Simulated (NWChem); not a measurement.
System: CH3BeFS; SMILES C[S][Be][F]

NWChem input:

```
start job
memory heap 200 mb stack 900 mb global 1100 mb
geometry units angstroms noautoz
  Be     0.071638    -1.036525    -0.000323
  F     -0.418484    -2.339634    -0.001070
  S      0.772138     0.726345     0.001155
  C     -0.775627     1.711396     0.003163
  H     -1.374991     1.530529    -0.898959
  H     -0.470390     2.766141     0.009840
  H     -1.379424     1.520617     0.900247
end
basis spherical
  * library def2-svp
end
dft
  xc b3lyp
  iterations 150
  mulliken
end
task dft energy
```

Output (shortened):

```
             Northwest Computational Chemistry Package (NWChem) 7.3.0
             --------------------------------------------------------

 C1  symmetry detected

                             Geometry "geometry" -> ""
                             -------------------------

 Output coordinates in angstroms (scale by  1.889725989 to convert to a.u.)

  No.       Tag          Charge          X              Y              Z
 ---- ---------------- ---------- -------------- -------------- --------------
    1 Be                   4.0000     0.15536022    -1.09237360    -0.00017985
    2 F                    9.0000    -0.20210152    -2.43793455     0.00004051
    3 S                   16.0000     0.67620715     0.73166902     0.00001521
    4 C                    6.0000    -0.96223944     1.55713785    -0.00002527
    5 H                    1.0000    -1.53982492     1.31645093    -0.90237720
    6 H                    1.0000    -0.76392549     2.63710951     0.00580592
    7 H                    1.0000    -1.54465451     1.30781345     0.89683435

 Effective nuclear repulsion energy (a.u.)     119.0130701650

                                 NWChem DFT Module
                                 -----------------

 Summary of "ao basis" -> "ao basis" (spherical)
 ------------------------------------------------------------------------------
       Tag                 Description            Shells   Functions and Types
 ---------------- ------------------------------  ------  ---------------------
 Be                         def2-svp                 5        9   3s2p
 F                          def2-svp                 6       14   3s2p1d
 S                          def2-svp                 8       18   4s3p1d
 C                          def2-svp                 6       14   3s2p1d
 H                          def2-svp                 3        5   2s1p

            General Information
            -------------------
          SCF calculation type: DFT
          Wavefunction type:  closed shell.
          No. of atoms     :     7
          No. of electrons :    38
           Alpha electrons :    19
            Beta electrons :    19
          Charge           :     0
          Spin multiplicity:     1
          Use of symmetry is: off; symmetry adaption is: off
          Maximum number of iterations: 150
          AO basis - number of functions:    70
                     number of shells:    34
          Convergence on energy requested:  1.00D-06
          Convergence on density requested:  1.00D-05
          Convergence on gradient requested:  5.00D-04

              XC Information
              --------------
                         B3LYP Method XC Potential
                     Hartree-Fock (Exact) Exchange  0.200
                        Slater Exchange Functional  0.800 local
                    Becke 1988 Exchange Functional  0.720 non-local
              Lee-Yang-Parr Correlation Functional  0.810
                  VWN I RPA Correlation Functional  0.190 local

             Grid Information
             ----------------
          Grid used for XC integration:  medium
          Radial quadrature: Mura-Knowles
          Angular quadrature: Lebedev.
          Tag              B.-S. Rad. Rad. Pts. Rad. Cut. Ang. Pts.
          ---              ---------- --------- --------- ---------
          Be                  1.05       49          10.0       434
          F                   0.50       49          12.0       434
          S                   1.00       88           8.0       590
          C                   0.70       49          10.0       434
          H                   0.35       45          12.0       434
          Grid pruning is: on
          Number of quadrature shells:   370
          Spatial weights used:  Erf1

      Superposition of Atomic Density Guess
      -------------------------------------

 Sum of atomic energies:        -550.31620424

      Non-variational initial energy
      ------------------------------

 Total energy =    -551.459724
 1-e energy   =    -995.315575
 2-e energy   =     324.842781
 HOMO         =      -0.301651
 LUMO         =      -0.017151

     ---------------------------------------------
      Total Density - Mulliken Population Analysis
     ---------------------------------------------

    Atom       Charge   Shell Charges
 -----------   ------   -------------------------------------------------------
    1 Be   4     3.09   1.99  0.48  0.07  0.49  0.07
    2 F    9     9.70   1.99  1.15  0.79  3.58  2.18  0.00
    3 S   16    16.37   2.00  1.99  1.20  0.63  5.94  1.80  2.77  0.04
    4 C    6     6.19   1.99  0.93  0.26  1.91  1.07  0.02
    5 H    1     0.88   0.67  0.19  0.02
    6 H    1     0.88   0.67  0.19  0.02
    7 H    1     0.88   0.67  0.19  0.02

   convergence    iter        energy       DeltaE   RMS-Dens  Diis-err
 ---------------- ----- ----------------- --------- --------- ---------
 d= 0,ls=0.0,diis     1   -552.4985670961 -6.72D+02  1.71D-02  6.30D-01
 d= 0,ls=0.0,diis     2   -552.4110644655  8.75D-02  9.16D-03  1.90D+00
 d= 0,ls=0.0,diis     3   -552.5789670510 -1.68D-01  1.67D-03  1.60D-02
 d= 0,ls=0.0,diis     4   -552.5798028925 -8.36D-04  8.45D-04  5.31D-03
 d= 0,ls=0.0,diis     5   -552.5805433825 -7.40D-04  1.85D-04  2.21D-04
  Resetting Diis
 d= 0,ls=0.0,diis     6   -552.5805724001 -2.90D-05  4.91D-05  8.22D-06
 d= 0,ls=0.0,diis     7   -552.5805737140 -1.31D-06  2.59D-05  9.06D-07
 d= 0,ls=0.0,diis     8   -552.5805736428  7.12D-08  1.44D-05  1.43D-06
 d= 0,ls=0.0,diis     9   -552.5805738625 -2.20D-07  1.12D-06  1.17D-08

         Total DFT energy =     -552.580573862529
      One electron energy =     -998.760696941774
           Coulomb energy =      372.814888042581
    Exchange-Corr. energy =      -45.647835128366
 Nuclear repulsion energy =      119.013070165029

 Numeric. integr. density =       38.000004291648

                       DFT Final Molecular Orbital Analysis
                       ------------------------------------

 Vector   17  Occ=2.000000D+00  E=-3.826542D-01
              MO Center= -2.8D-02,  9.0D-01,  2.2D-04, r^2= 2.6D+00
   Bfn.  Coefficient  Atom+Function         Bfn.  Coefficient  Atom+Function
  ----- ------------  ---------------      ----- ------------  ---------------
    46      0.274835  4 C  py                45     -0.262703  4 C  px
    34      0.258516  3 S  px                31      0.245612  3 S  px
    32     -0.225142  3 S  py                35     -0.204290  3 S  py
    61      0.182678  6 H  s                 49      0.149849  4 C  py
    28      0.139802  3 S  px                 5     -0.133981  1 Be py

 Vector   18  Occ=2.000000D+00  E=-3.052750D-01
              MO Center=  5.0D-01,  8.0D-01,  5.4D-04, r^2= 2.1D+00
   Bfn.  Coefficient  Atom+Function         Bfn.  Coefficient  Atom+Function
  ----- ------------  ---------------      ----- ------------  ---------------
    34      0.326306  3 S  px                35      0.314191  3 S  py
    32      0.278614  3 S  py                31      0.272962  3 S  px
     2     -0.249520  1 Be s                  5      0.239966  1 Be py
    27      0.238767  3 S  s                 26      0.193810  3 S  s
    29      0.159295  3 S  py                45     -0.157248  4 C  px

 Vector   19  Occ=2.000000D+00  E=-2.518344D-01
              MO Center=  4.9D-01,  6.1D-01, -3.9D-04, r^2= 2.0D+00
   Bfn.  Coefficient  Atom+Function         Bfn.  Coefficient  Atom+Function
  ----- ------------  ---------------      ----- ------------  ---------------
    36      0.616816  3 S  pz                33      0.425542  3 S  pz
    30      0.243870  3 S  pz                 6     -0.135730  1 Be pz
    56      0.125155  5 H  s                 66     -0.124374  7 H  s
    47     -0.113903  4 C  pz                15      0.084306  2 F  pz
    18     -0.082756  2 F  pz                57      0.081521  5 H  s

 Vector   20  Occ=0.000000D+00  E=-2.205327D-02
              MO Center= -1.7D-01, -2.3D-01,  3.6D-04, r^2= 4.7D+00
   Bfn.  Coefficient  Atom+Function         Bfn.  Coefficient  Atom+Function
  ----- ------------  ---------------      ----- ------------  ---------------
    44      1.040234  4 C  s                  7      0.455996  1 Be px
    62     -0.445284  6 H  s                  4     -0.413119  1 Be px
    27     -0.370204  3 S  s                 35     -0.287418  3 S  py
    57     -0.257608  5 H  s                 67     -0.258103  7 H  s
    48      0.246188  4 C  px                34      0.243929  3 S  px

 Vector   21  Occ=0.000000D+00  E=-1.383575D-02
              MO Center=  2.7D-01, -9.9D-01,  7.1D-05, r^2= 5.8D+00
   Bfn.  Coefficient  Atom+Function         Bfn.  Coefficient  Atom+Function
  ----- ------------  ---------------      ----- ------------  ---------------
     3      1.276374  1 Be s                 27     -0.639583  3 S  s
    12     -0.264207  2 F  s                 35      0.255581  3 S  py
    48      0.212198  4 C  px                26     -0.203112  3 S  s
    34      0.188438  3 S  px                44     -0.170714  4 C  s
     8      0.150534  1 Be py                25      0.147257  3 S  s

 Vector   22  Occ=0.000000D+00  E= 1.617915D-02
              MO Center=  1.3D-02, -8.1D-01, -7.2D-04, r^2= 4.5D+00
   Bfn.  Coefficient  Atom+Function         Bfn.  Coefficient  Atom+Function
  ----- ------------  ---------------      ----- ------------  ---------------
     9      0.640196  1 Be pz                 6     -0.481026  1 Be pz
    67      0.341899  7 H  s                 57     -0.339850  5 H  s
    36     -0.324024  3 S  pz                50     -0.306945  4 C  pz
    15      0.212644  2 F  pz                18     -0.213684  2 F  pz
    33     -0.167006  3 S  pz                30     -0.091488  3 S  pz

     ---------------------------------------------
      Total Density - Mulliken Population Analysis
     ---------------------------------------------

    Atom       Charge   Shell Charges
 -----------   ------   -------------------------------------------------------
    1 Be   4     3.49   1.99  0.43 -0.01  0.92  0.17
    2 F    9     9.40   1.99  1.12  0.81  3.36  2.12  0.00
    3 S   16    16.21   2.00  1.98  1.25  0.60  5.93  1.85  2.55  0.06
    4 C    6     6.10   1.99  0.91  0.19  2.08  0.90  0.03
    5 H    1     0.93   0.74  0.17  0.02
    6 H    1     0.93   0.73  0.18  0.02
    7 H    1     0.93   0.74  0.18  0.02

     -------------------------------------------
      Total Density - Lowdin Population Analysis
     -------------------------------------------

    Atom       Charge   Shell Charges
 -----------   ------   -------------------------------------------------------
    1 Be   4     3.78   1.96  0.40  0.13  0.88  0.41
    2 F    9     9.28   1.98  1.02  0.77  3.23  2.28  0.00
    3 S   16    15.90   2.00  1.95  0.96  0.62  5.81  1.93  2.56  0.07
    4 C    6     6.14   1.96  0.60  0.33  1.85  1.32  0.07
    5 H    1     0.97   0.64  0.26  0.07
    6 H    1     0.97   0.64  0.26  0.07
    7 H    1     0.97   0.64  0.26  0.07

     Multipole analysis of the density
     ---------------------------------

     L   x y z        total         alpha         beta         nuclear
     -   - - -        -----         -----         ----         -------
     0   0 0 0      0.000000    -19.000000    -19.000000     38.000000

     1   1 0 0     -0.470777     -0.235388     -0.235388      0.000000
     1   0 1 0      0.549347      0.274673      0.274673      0.000000
     1   0 0 1     -0.000106     -0.000053     -0.000053      0.000000

     2   2 0 0    -21.671293    -44.182743    -44.182743     66.694194
     2   1 1 0     -2.814446      4.628075      4.628075    -12.070596
     2   1 0 1     -0.000254      0.000064      0.000064     -0.000381
     2   0 2 0    -25.893860   -176.816130   -176.816130    327.738400
     2   0 1 1      0.001418      0.000519      0.000519      0.000380
     2   0 0 2    -22.362376    -14.071304    -14.071304      5.780233
```

Level: B3LYP/def2-SVP. The geometry was optimised at PBE0/def2-SVP.
